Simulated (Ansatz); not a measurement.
The cluster WSe₂. Charge 0, multiplicity 1. Geometry PBE-D4/def2-TZVP.

```xyz
3

W    -0.728    0.336    0.353
Se   -0.309   -1.837    0.022
Se    1.038    1.501   -0.375
```

In the def2 sets W takes a core potential; there is no spin–orbit coupling. The restricted singlet is unstable towards broken spin symmetry at other levels; at PBE-D4/def2-SVP, revPBE-D4/def2-TZVP, r2SCAN-D4/def2-TZVPD, PBE0-D4/def2-TZVPD this wasn't settled. At PBE0-D4/def2-TZVP the restricted singlet is unstable: a solution with broken spin symmetry lies lower. The geometry of the singlet was relaxed on an unsound state (restricted singlet, unstable towards broken spin symmetry). At PBE0-D4/def2-TZVP a triplet of charge 0 lies 0.64 eV below the restricted singlet, each at its own geometry. The structure comes from a short search, and lower isomers may exist.

(1) Estimate the orbital energies around the gap (eV) in Ansatz with PBE-D4/def2-SVP, revPBE-D4/def2-TZVP, r2SCAN-D4/def2-TZVPD, PBE0-D4/def2-TZVP, PBE0-D4/def2-TZVPD.

## Answers

(1) 
```
orbital  PBE-D4/def2-SVP  revPBE-D4/def2-TZVP  r2SCAN-D4/def2-TZVPD  PBE0-D4/def2-TZVP  PBE0-D4/def2-TZVPD
 HOMO−9           -42.18               -42.23                -43.60             -45.35              -45.36
 HOMO−8           -16.95               -16.84                -17.52             -18.85              -18.86
 HOMO−7           -16.59               -16.49                -17.15             -18.46              -18.47
 HOMO−6            -8.47                -8.36                 -8.70              -9.58               -9.60
 HOMO−5            -8.16                -8.05                 -8.41              -9.28               -9.29
 HOMO−4            -7.98                -7.90                 -8.20              -9.04               -9.05
 HOMO−3            -7.27                -7.21                 -7.45              -8.23               -8.24
 HOMO−2            -7.14                -7.10                 -7.35              -8.11               -8.12
 HOMO−1            -6.17                -6.15                 -6.41              -7.12               -7.13
   HOMO            -4.79                -4.78                 -5.09              -6.02               -6.03
   LUMO            -4.38                -4.35                 -4.38              -3.71               -3.73
 LUMO+1            -4.33                -4.31                 -4.36              -3.58               -3.60
 LUMO+2            -3.37                -3.35                 -3.28              -2.59               -2.60
 LUMO+3            -2.81                -2.82                 -2.83              -2.25               -2.28
 LUMO+4            -1.71                -1.85                 -1.80              -1.30               -1.38
 LUMO+5            -0.06                -0.10                 -0.15               0.46                0.12
```
